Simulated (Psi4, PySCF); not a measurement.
Relaxed torsion scan: SMILES N[SiH2][GeH3]. Scanned: dihedral H4–N1–Si2–Ge3; all other coordinates were relaxed at B3LYP-D3(BJ)/def2-SVP. Heavy atoms are numbered in the order of the SMILES N[SiH2][GeH3], hydrogens after them in the order of the atoms that carry them; the mirror image has the same energies with the sign of each dihedral reversed.

- MP2/cc-pVTZ = DF-MP2 (frozen core)/cc-pVTZ // B3LYP-D3(BJ)/def2-SVP run with Psi4
- RKS-B3LYP/6-31G* = PySCF with restricted B3LYP/6-31G*, spherical d // B3LYP-D3(BJ)/def2-SVP
- RKS-B3LYP/3-21G = restricted B3LYP/3-21G // B3LYP-D3(BJ)/def2-SVP (PySCF)

Energies in kcal/mol, each method relative to its own lowest point.

```json
[
 {"φ / °": "-150", "MP2/cc-pVTZ": "0.3", "RKS-B3LYP/6-31G*": "0.2", "RKS-B3LYP/3-21G": "0.7"},
 {"φ / °": "-120", "MP2/cc-pVTZ": "0.9", "RKS-B3LYP/6-31G*": "0.6", "RKS-B3LYP/3-21G": "0.8"},
 {"φ / °": "-90", "MP2/cc-pVTZ": "0.5", "RKS-B3LYP/6-31G*": "0.2", "RKS-B3LYP/3-21G": "2.0"},
 {"φ / °": "-60", "MP2/cc-pVTZ": "0.9", "RKS-B3LYP/6-31G*": "0.8", "RKS-B3LYP/3-21G": "2.5"},
 {"φ / °": "-30", "MP2/cc-pVTZ": "0.9", "RKS-B3LYP/6-31G*": "0.9", "RKS-B3LYP/3-21G": "1.6"},
 {"φ / °": "0", "MP2/cc-pVTZ": "0.8", "RKS-B3LYP/6-31G*": "0.8", "RKS-B3LYP/3-21G": "0.0"},
 {"φ / °": "30", "MP2/cc-pVTZ": "0.3", "RKS-B3LYP/6-31G*": "0.3", "RKS-B3LYP/3-21G": "0.5"},
 {"φ / °": "60", "MP2/cc-pVTZ": "0.0", "RKS-B3LYP/6-31G*": "0.0", "RKS-B3LYP/3-21G": "1.4"},
 {"φ / °": "90", "MP2/cc-pVTZ": "0.6", "RKS-B3LYP/6-31G*": "0.2", "RKS-B3LYP/3-21G": "2.0"},
 {"φ / °": "120", "MP2/cc-pVTZ": "0.9", "RKS-B3LYP/6-31G*": "0.6", "RKS-B3LYP/3-21G": "0.8"},
 {"φ / °": "150", "MP2/cc-pVTZ": "0.3", "RKS-B3LYP/6-31G*": "0.2", "RKS-B3LYP/3-21G": "0.8"},
 {"φ / °": "180", "MP2/cc-pVTZ": "0.0", "RKS-B3LYP/6-31G*": "0.1", "RKS-B3LYP/3-21G": "1.4"}
]
```
